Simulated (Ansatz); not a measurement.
Molecule: sum formula SiHF (charge 0, singlet). 
Structure (B3LYP-D3(BJ)/def2-TZVP (Ansatz, a program for electronic structure) minimum search):
```xyz
3

Si    -0.2468    -0.3148     0.4521
H     -0.9813    -1.2112    -0.5591
F      0.4929     0.6243    -0.6411
```
Charge 0, spin multiplicity 1.

Basis-set convergence of Hartree-Fock and MP2 correlation energies (hartree) with Ansatz. Correlated levels leave the core frozen unless marked. No spin-orbit coupling. No relativistic terms.

The Hartree-Fock reference is unstable (checked in the largest basis), which strains HF and MP2. 

```tsv
basis	functions	E(HF)	E(corr, MP2)
aug-cc-pV(D+d)Z	64	-388.97066	-0.29274
aug-cc-pV(T+d)Z	124	-389.01064	-0.36377
aug-cc-pV(Q+d)Z	215	-389.02145	-0.39054
```

Extrapolating the two largest sets (X = 3 and 4) as X^-3: E(corr) = (64·(-0.39054) - 27·(-0.36377))/37 = -0.4101 Eh, an estimate of the basis-set limit. The largest set recovers 95.2 % of it, the smallest 71.4 %.
